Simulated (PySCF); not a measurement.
CrO2F2, SMILES [O]=[Cr](=[O])([F])[F], multiplicity 1. The structure is a stationary point at PBE-D3(BJ)/def2-SVP. The spin state was assumed, not searched. The isomer is the one that the SMILES or the coordinates give; other isomers of the formula were not compared.

Level of theory: PySCF with PBE-D3(BJ)/def2-SVP.

Harmonic wavenumbers (cm⁻¹): 221, 284, 298, 323, 419, 736, 797, 1087, 1105. Rotational constants (GHz): 4.474, 4.025, 3.703; symmetry number 2.

Problem. Work out the zero-point energy and the ideal-gas rigid-rotor harmonic-oscillator thermochemistry at 298.15 K and 1 atm.

Solution. ZPE = ½ Σ hcν = ½ × 5268 cm⁻¹ = 7.53 kcal/mol. H − E(el) = 11.35 kcal/mol. Entropy in cal/(mol K): translation 40.31, rotation 24.60, vibration 7.69, total 72.60. G − E(el) = -10.30 kcal/mol. Cp = 18.18 cal/(mol K).
